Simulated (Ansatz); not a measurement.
CH2N (SMILES C#[NH+]), charge +1, singlet, at a GFN2-xTB geometry; CAM-B3LYP/aug-cc-pVDZ (Ansatz, a first-principles code).

Input for Ansatz:
Ansatz 0.2 input:
```yaml
crystal:
  periodic: [false, false, false]
  atoms:
    - {symbol: C, position_ang: [-0.00000000, -0.00000000, -0.60033760]}
    - {symbol: N, position_ang: [0.00000000, 0.00000000, 0.53266898]}
    - {symbol: H, position_ang: [-0.00000000, -0.00000000, -1.67489223]}
    - {symbol: H, position_ang: [0.00000000, 0.00000000, 1.54823496]}
basis:
  gaussian:
    orbitals: aug-cc-pVDZ
    occupation: {up: {"A1": 4, "B1": 1, "B2": 2}, down: {"A1": 4, "B1": 1, "B2": 2}}
hamiltonian:
  xc: cam_b3lyp
total_charge: 1
```

What the program printed (banner, timings and long lists left out):

```
Functional definition: CAM-B3LYP
588 factors; their error is unknown
299 factors; integrals over basis functions are off by at most 1.2e-5 eV
mean field evaluation 1: about -2502.1967 eV, gradient 8.6e1 eV
mean field evaluation 2: about -2518.6946 eV, gradient 1.2e1 eV
mean field evaluation 4: about -2519.2611 eV, gradient 2.6e-3 eV
mean field evaluation 8: about -2519.2451 eV, gradient 1.3e-6 eV
mean field -2519.24507023 eV, -92.5805487252 hartree, gradient 1.4e-6 eV, S^2 0.000000; 0 other end points of the search recorded, 0 dependent functions left out
reference -2519.24518723 eV, -92.5805530251 hartree; 7, 7 occupied and 57, 57 virtual orbitals, 588 factors
Total energy: -2519.24518723 eV, -92.5805530251 hartree
```
